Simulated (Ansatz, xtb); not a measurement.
# Relative energy of two isomers of C3HF2NS

We compare X, `Fc1cnc(F)s1`, a singlet, with Y, `Fc1csc(F)n1`, a singlet. Both are isolated molecules in the gas phase, relaxed with PBE0-D3(BJ)/def2-SVP.

X (Å):

| atom | x (Å) | y (Å) | z (Å) |
| --- | --- | --- | --- |
| C | -1.2176 | -1.1535 | -1.1346 |
| C | -0.6523 | -0.1595 | -1.8683 |
| C | -1.9460 | 1.0516 | -0.6016 |
| F | -1.0024 | -2.4463 | -1.2164 |
| F | -2.5352 | 2.1004 | -0.0836 |
| N | -1.0879 | 1.1015 | -1.5427 |
| S | -2.3540 | -0.5219 | 0.0291 |
| H | 0.0863 | -0.3140 | -2.6549 |

Y (Å):

```yaml
atoms:
  - { symbol: C, position_ang: [-1.8464, -0.8357, -1.2598] }
  - { symbol: C, position_ang: [-0.4834, -0.8110, -1.2302] }
  - { symbol: C, position_ang: [-1.6393, 1.2696, -0.9013] }
  - { symbol: F, position_ang: [-2.5606, -1.9207, -1.4560] }
  - { symbol: F, position_ang: [-1.9580, 2.5202, -0.6965] }
  - { symbol: N, position_ang: [-2.5013, 0.3357, -1.0747] }
  - { symbol: S, position_ang: [0.0304, 0.8167, -0.9462] }
  - { symbol: H, position_ang: [0.2155, -1.6343, -1.3558] }
```

**Question.** Estimate E(Y) − E(X) at the level CCSD(T)/def2-SVP + ΔMP2/def2-TZVPP.

**Answer.** Calculated at CCSD(T)/def2-SVP + ΔMP2/def2-TZVPP: E(Y) − E(X) = −7.8 kcal/mol, so structure Y lies lower.

How the difference moves with the method:

| level | geometry | E(Y) − E(X) (kcal/mol) | departure from the last row (kcal/mol) | job, with rough time for the two |
| --- | --- | --- | --- | --- |
| GFN2-xTB | GFN2-xTB | −3.1 | +4.8 | optimisation, 0.1 s |
| HF/STO-3G | GFN2-xTB | −2.7 | +5.1 | single point, 0.28 s |
| r2SCAN-D4/def2-SVP | GFN2-xTB | −8.1 | −0.3 | single point, 2 s |
| PBE0-D3(BJ)/def2-SVP | PBE0-D3(BJ)/def2-SVP | −8.2 | −0.4 | optimisation, 17 s |
| HF/def2-SVP | PBE0-D3(BJ)/def2-SVP | −9.3 | −1.5 | part of the CCSD(T) run |
| MP2/def2-SVP | PBE0-D3(BJ)/def2-SVP | −8.2 | −0.4 | part of the CCSD(T) run |
| CCSD(T)/def2-SVP | PBE0-D3(BJ)/def2-SVP | −7.7 | +0.1 | single point |
| CCSD(T)/def2-SVP + ΔMP2/def2-TZVPP | PBE0-D3(BJ)/def2-SVP | −7.8 |  | single point, 25 s |

As drawn, both hold the same kinds of bond in the same numbers.

None of the levels shown reverses the order. The largest departure from CCSD(T)/def2-SVP + ΔMP2/def2-TZVPP is that of HF/STO-3G, 5.1 kcal/mol. The last row adds to CCSD(T) the change of the MP2 difference between the two basis sets, here −0.1 kcal/mol.

With harmonic frequencies from PBE0-D3(BJ)/def2-SVP (ideal gas, rigid rotor, one conformer each, 298.15 K, 1 atm): on the last row, ΔE + ΔZPE = −7.8, ΔH = −7.8, ΔG = −7.7 kcal/mol.

The correlated steps freeze 11 core orbitals. Codes used: Ansatz 0.2.0, xtb 6.7.1; the last row on 2 threads of Intel(R) Xeon(R) 6975P-C (Granite Rapids) on a shared host.
